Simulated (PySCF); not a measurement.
These 3 structures share the formula C4H10NSi2 (doublet state). Computed with PBE0-D3(BJ)/def2-SVP geometry optimisation, gas phase (PySCF 2.14.0). Energies are electronic, without zero-point or thermal terms, for one conformer each. No frequencies were run at this level. Point groups hold within 0.08 Å. The open-shell SCF solutions weren't tested for stability.

Question: Order them by energy at this level, lowest first, and give relative energies in kcal/mol.
A. `[CH2:1]=[C:2]/[CH:3]=[CH:4]\[N:5]([SiH3:6])[SiH3:7]` (doublet state) with C3–C4–N5–Si6 167°
B. `[CH2:1]=[CH:2]/[C:3]=[CH:4]/[N:5]([SiH3:6])[SiH3:7]` (doublet state) with C3–C4–N5–Si6 -174°
C. `[CH2:1]=[CH:2]/[CH:3]=[CH:4]\[N:5]([SiH2:6])[SiH3:7]` (doublet state) with C1–C2–C3–C4 -176°, C3–C4–N5–Si6 29°, C4–N5–Si6–H 38° and 157°

Answer: C (0.0), A (10.4), B (13.3).

Neighbours under 5.0 kcal/mol apart (C=[C]/C=C\N([SiH3])[SiH3] and C=C/[C]=C/N([SiH3])[SiH3]) can change places with a better method, another conformer or zero-point energy. All arise from one parent by loss of a hydrogen atom (C=C/C=C\N([SiH2])[SiH3]: H removed from Si; C=[C]/C=C\N([SiH3])[SiH3]: H removed from sp2 C; C=C/[C]=C/N([SiH3])[SiH3]: H removed from sp2 C), so the differences are those of the electronic X–H dissociation energies at this level.

```
                   SMILES      E (Eh)  E rel (kcal/mol)  dipole (D)  point group       A, B, C (MHz)   ⟨S²⟩
  C=C/C=C\N([SiH2])[SiH3]  -791.29173               0.0        0.79           C1  3165, 987.2, 796.8  0.753
C=[C]/C=C\N([SiH3])[SiH3]  -791.27515              10.4        0.40           C1   3165, 1084, 845.2  0.781
C=C/[C]=C/N([SiH3])[SiH3]  -791.27061              13.3        0.15           C1  3269, 888.4, 742.5  0.791
```

Q: How do the relative energies change in single points at B3LYP/IGLO-III on C N Si, pcH-1 on H (no added dispersion term) on the same geometries?

A: 
```
                   SMILES  PBE0-D3(BJ)/def2-SVP (kcal/mol)  B3LYP/IGLO-III on C N Si, pcH-1 on H (kcal/mol)  shift
  C=C/C=C\N([SiH2])[SiH3]                              0.0                                              0.0    0.0
C=[C]/C=C\N([SiH3])[SiH3]                             10.4                                              8.2   -2.2
C=C/[C]=C/N([SiH3])[SiH3]                             13.3                                             10.0   -3.3
```

Each column counts from its own lowest isomer. The order is unchanged; the largest shift is 3.3 kcal/mol.

Q: As an exercise, what shares would exp(−E/RT) give at 1000 K from these electronic energies alone (no entropy, no degeneracies)?

A: RT = 1.987 kcal/mol: C=C/C=C\N([SiH2])[SiH3] 99.3 %, C=[C]/C=C\N([SiH3])[SiH3] 0.5 %, C=C/[C]=C/N([SiH3])[SiH3] 0.1 %.
